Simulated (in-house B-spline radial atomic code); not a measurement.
Configurations of the rubidium ion Rb⁶⁺, with energies counted from [Ar] 3d10 4s2 4p1. All numbers are computed (scalar-relativistic (X2C) wB97X, spin-polarised, spherical fractional occupations, exact exchange averaged over the configuration; Fermi nucleus of rms radius 4.2036 fm) with an all-electron radial atomic-structure program (B-spline basis), not measured. Shells without spins written out take the highest spin.

Occupations are held fixed; configurations that lie above the ionisation limit could autoionise.

```
                configuration  E - E(ref) (eV)  highest orbital  its <r> (bohr)
            [Ar] 3d10 4s2 5p1           48.636            5p up           2.812
            [Ar] 3d10 4s2 5d1           59.234            5d up           3.331
         [Ar] 3d9 4s2 4p1 4f1           164.39            4f up           2.133
[Ne] 3s2 3p5 3d10 4s2 4p1 5d1           293.83            5d up           3.257
```

Task: Order these further configurations by energy, lowest first.
A. [Ar] 3d10 4s1 4p1 4f1
B. [Ar] 3d10 4s2 5s1
C. [Ne] 3s2 3p5 3d10 4s2 4p1 4d1
D. [Ar] 3d10 4s1 4p2

Result: D (15.792 eV), B (41.664 eV), A (70.263 eV), C (261.2 eV).
